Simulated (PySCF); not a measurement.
**Electron correlation in Re (rhenium, neutral)**

[Xe] 4f14 5d5 6s2, high-spin 6S determinant. Calculation: PySCF 2.14, in x2c-TZVPPall; scalar relativity by spin-free X2C-1e. Frozen: [Xe] 4f14; 7 electrons correlated.

```
  level  correlation energy (mhartree)
   CCSD                        -129.07
    (T)                          -5.51
CCSD(T)                        -134.58
```

Diagnostics: T1 = 0.027, D1 = 0.0950, largest double amplitude 0.069.

Question: Is a single reference adequate?

Answer: Yes, within this model without spin-orbit coupling: T1 lies below 0.03 and no double amplitude reaches 0.07.
